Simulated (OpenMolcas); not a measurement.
Nb3+ with 4 ligands (chloride) in tetrahedral coordination (Td). A charge of +0.25 e stands 2.6 Å behind each ligand. Ligand basis ANO-RCC-VDZP.

```
Program             : OpenMolcas
Method              : CASSCF
Basis               : ANO-RCC-VTZP [7s6p4d2f1g]
Scalar Hamiltonian  : DKH2, point nucleus
Active space        : 2 electrons in 5 orbitals (4d)
State averaging     : 2S+1 = 3 even, 10 roots; 2S+1 = 1 even, 15 roots
Spin-orbit coupling : RASSI with atomic mean-field integrals over the reference wave functions
```

All ligands move together. At R = 2.35 Å the first state of the same spin is 7971 cm-1, and at R = 2.42 Å it is 7293 cm-1.

**Question.** A third run gives 8955 cm-1. What distance was it run at?

**Answer.** With a power law R^-n the two known points give n = -ln(7293 / 7971) / ln(2.42 / 2.35) = 3.03. Then R = 2.35 × (7971 / 8955)^(1/3.03) = 2.261 Å. The run was at 2.25 Å, so the estimate is off by +0.011 Å.

Without dynamic correlation the repulsion within the d shell is too large (B by tens of per cent), so at a given field states of lower spin stand too high. With metal d orbitals alone the field can be off either way by tens of per cent. Ligand-to-metal charge-transfer states are missing. With no ligand orbital active B as a rule stays too high, so bands that hang on it stand too high and its fall with covalency is understated. The least metal-like active orbital is 71 % on the metal (Löwdin) and no ligand orbital is active, so the numbers are rough (holds for R = 2.25). The least metal-like active orbital is 76 % on the metal (Löwdin) and no ligand orbital is active, so the numbers are rough (holds for R = 2.35). The least metal-like active orbital is 79 % on the metal (Löwdin) and no ligand orbital is active, so the numbers are rough (holds for R = 2.42). No measured value stands beside these numbers; the geometry is a model, was not optimised and need not be the one that this ion takes.
